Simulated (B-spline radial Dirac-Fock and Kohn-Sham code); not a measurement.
## Dipole and non-dipole photoemission parameters of Ag 3p1/2

System: the free silver atom, configuration [Kr] 4d10 5s1; threshold 603.8 eV (tabulated edge). Method: Dirac-Hartree-Slater photoionisation with a Latter tail; cross sections with all multipoles, angular parameters from the dipole term and its interference with E2. Computed with a B-spline atomic structure program.

For linearly polarised light dσ/dΩ = σ/(4π) [1 + β P₂(cos θ) + (δ + γ cos²θ) sin θ cos φ], with θ from the polarisation vector and φ the angle between the beam and the projection of the electron momentum on the plane normal to the polarisation.

| hν (eV) | σ (kb) | β | γ | δ |
| --- | --- | --- | --- | --- |
| 770 | 134 | 1.037 | 0.306 | 0.083 |
| 791 | 130 | 1.097 | 0.316 | 0.071 |
| 800 | 129 | 1.119 | 0.317 | 0.067 |
| 1486.9 | 55.4 | 1.584 | -0.016 | 0.002 |
| 1760 | 41.1 | 1.606 | -0.017 | 0.001 |
| 2420 | 22.0 | 1.602 | 0.093 | 0.004 |
| 3360 | 10.8 | 1.559 | 0.315 | 0.011 |
| 5180 | 3.83 | 1.462 | 0.710 | 0.028 |
| 5300 | 3.62 | 1.456 | 0.733 | 0.029 |
| 6000 | 2.64 | 1.420 | 0.860 | 0.037 |
| 7390 | 1.52 | 1.356 | 1.081 | 0.053 |
| 7820 | ? | ? | ? | ? |
| 9251.7 | 0.824 | 1.278 | 1.322 | 0.076 |
| 13000 | 0.312 | 1.150 | 1.684 | 0.123 |
| 15000 | 0.204 | 1.092 | 1.833 | 0.148 |

Q: Give the values at 7820 eV.

A: σ = 1.31 kb, β = 1.337, γ = 1.142, δ = 0.058.
